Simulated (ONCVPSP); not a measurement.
How hard is this lutetium (Lu) ONCV potential?

| Property | Result |
| --- | --- |
| Element | lutetium (Lu) |
| Generator | ONCVPSP 4.0.1 |
| Type | optimised norm-conserving Vanderbilt (ONCV) |
| Functional | PBE |
| Relativity | scalar-relativistic |
| Frozen core | [Kr] 4d10 5s2 |
| Valence charge | 23 |
| Reference configuration | 4f14 5p6 5d1 6s2 |
| Partial waves | 6s: rc 2.95 bohr, ncon 3, nbas 7, qcut 2.2 1/bohr, 1 projector; 5p: rc 2.20 bohr, ncon 4, nbas 7, qcut 6.5 1/bohr, 2 projectors, debl 2.2 Ha; 5d: rc 1.95 bohr, ncon 3, nbas 7, qcut 5.7 1/bohr, 2 projectors, debl 0.5 Ha; 4f: rc 0.70 bohr, ncon 4, nbas 9, qcut 29.5 1/bohr, 1 projector |
| Local potential | polynomial inside 0.50 bohr (lpopt 2, dvloc0 -1 Ha) |
| Core correction | polynomial model core, fcfact 0.75 |

Question: For each optimised wave give the share of its norm inside rc, the residual kinetic energy above qcut (Ha) and the cutoffs (Ha) for errors of 10, 1, 0.1 and 0.01 mHa per electron.

Answer:

| wave | norm inside rc | residual KE | 10 mHa | 1 mHa | 0.1 mHa | 0.01 mHa |
| --- | --- | --- | --- | --- | --- | --- |
| 6s | 0.330 | 5.1e-04 | 1.3 | 2.3 | 8.0 | 17.5 |
| 5p | 0.930 | 4.8e-08 | 7.4 | 9.7 | 11.6 | 13.2 |
| p projector 2 | 0.132 | 1.7e-06 | 6.6 | 8.7 | 13.4 | 18.5 |
| 5d | 0.300 | 4.1e-06 | 7.6 | 10.7 | 13.3 | 15.8 |
| d projector 2 | 0.178 | 4.6e-06 | 7.8 | 10.9 | 13.4 | 15.9 |
| 4f | 0.589 | 5.7e-06 | 267.0 | 311.4 | 349.1 | 388.6 |

The occupied waves need 311 Ha and 349 Ha for 1 and 0.1 mHa. Note: ghosts flagged at negative energy: s at -1006.0 eV, s at -225.5 eV, p at -214.8 eV; GHOST(+) flagged for d at 70.9 eV. A true bound ghost makes a file unfit for plane-wave use. 1 of 4 tests not solved or not reliable.
